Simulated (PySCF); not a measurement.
# [Eu(N2)2]3+ at several levels of theory

Computed with PySCF 2.14.0 (density fitting, no spin-orbit coupling) at the geometry relaxed with TPSS:

```xyz
5
[Eu(N2)2]3+ (singlet in the valence; each metal's 4f electrons, 6 of them, lie in its core potential, out of spins and levels)
Eu   -0.6632   -0.9905    0.0000
N     0.1016    0.1518    2.0438
N     0.4416    0.6596    2.9787
N     0.1016    0.1518   -2.0438
N     0.4416    0.6596   -2.9787
```

```
    level                                    basis    state  HOMO (eV)  gap (eV)  charge on Eu1 (e)  population of f-type functions on Eu1 (polarisation alone where 4f lies in the core)  dipole about the centre of mass (D)  largest force component (eV/Å)
     TPSS    Eu lcecp-1-SVP with ECP52, N def2-SVP  singlet     -25.36      4.68               2.45                                                                                  0.02                                 1.27                            0.00
CAM-B3LYP                                 the same  singlet     -28.64      9.79               2.47                                                                                  0.02                                 1.57                            1.80
       HF                                 the same  singlet     -31.36     15.35               2.67                                                                                  0.02                                 1.93                            5.66
   revPBE                                 the same  singlet     -25.11      4.29               2.41                                                                                  0.02                                 1.17                            0.65
     TPSS  Eu lcecp-1-TZVP with ECP52, N def2-TZVP  singlet     -25.38      4.76               2.55                                                                                  0.02                                 1.20                            0.99
```

In the lcecp rows the 4f levels are missing from HOMO and gap, and the state counts the valence alone.

Charges are Mulliken's, which hang on the basis. The relaxation used the grid (50, 194), these runs (75, 302) or, all-electron (x2c bases, spin-free X2C Hamiltonian), (99, 590).

(1) What does PBE with Eu lcecp-1-SVP with ECP52, N def2-SVP give here?

No frequency check is given that shows the relaxed geometry to be a minimum. An lcecp potential fixes the number of 4f electrons, so in runs with it no electron can move into or out of that shell.

Results:

(1) state singlet, HOMO (eV) -25.16, gap (eV) 4.23, charge on Eu1 (e) 2.39, population of f-type functions on Eu1 (polarisation alone where 4f lies in the core) 0.02, dipole about the centre of mass (D) 1.15, largest force component (eV/Å) 0.42. Time: 2.7 s on 2 threads of Intel(R) Xeon(R) 6975P-C (Granite Rapids) (shared host), from an already converged density.
